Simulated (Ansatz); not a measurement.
Basis-set extrapolation for C2H7FSi2 (`C=C[SiH2][SiH2]F`) (PBE0-D4/def2-TZVP geometry, frozen core, Ansatz 0.2.0). Multiplicity 1, RHF reference.

|  | def2-TZVPP | def2-QZVPP |
| --- | --- | --- |
| HF | -757.251838 | -757.278417 |
| MP2 correlation | -0.817670 | -0.881536 |
| CCSD(T) correlation | -0.905237 | not run |

Energies in hartree. Use E(X) = E(∞) + A·exp(−7.88·√X) for Hartree–Fock and E(X) = E(∞) + B·X^(−2.97) for correlation, with X = 3 and 4, and add CCSD(T) minus MP2 of the smaller set to the MP2 limit.

Problem. What is the CCSD(T) energy at the basis-set limit?

Solution. HF limit: -757.278417 + (-0.026579) × 0.13774 = -757.28208. MP2 limit: -0.881536 + (-0.063866) × 0.74074 = -0.92884. Higher-order term: -0.905237 − (-0.817670) = -0.08757. Total: -758.29849 hartree, 3.85 eV below CCSD(T)/def2-TZVPP.
